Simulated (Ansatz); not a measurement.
`[CH3][GeH2]` radical, relaxed with UKS PBE0-D4/def2-TZVP in the Gaussian-basis code of Ansatz from a PBE-D4/def2-SVP geometry. The force threshold is 0.005 eV/Å; the program also tests the step.

Total charge 0; spin multiplicity 2.

Start:

```xyz
7

C    -0.511   -0.371   -0.596
Ge    0.346    0.834    0.716
H    -0.536    0.101   -1.596
H    -1.546   -0.609   -0.283
H     0.069   -1.315   -0.661
H     1.809    1.174    0.284
H     0.369    0.185    2.138
```

(1) By how much does the energy fall, and how many steps does the optimiser take? (An estimate is asked.)

(2) Which bonds change most? (An estimate is asked.)

(3) Give the relaxed structure. (Best estimate.)

Results:

(1) Ansatz gave: 0.49 kcal/mol, in 3 steps.

(2) Computed: C1–Ge2 from 1.977 to 1.960 Å; C1–H5 from 1.110 to 1.093 Å; Ge2–H6 from 1.563 to 1.546 Å; Ge2–H7 from 1.563 to 1.546 Å.

(3) Computed: 
```xyz
7

C    -0.506   -0.372   -0.592
Ge    0.348    0.819    0.709
H    -0.530    0.098   -1.575
H    -1.526   -0.600   -0.283
H     0.058   -1.305   -0.662
H     1.791    1.172    0.283
H     0.365    0.188    2.120
```
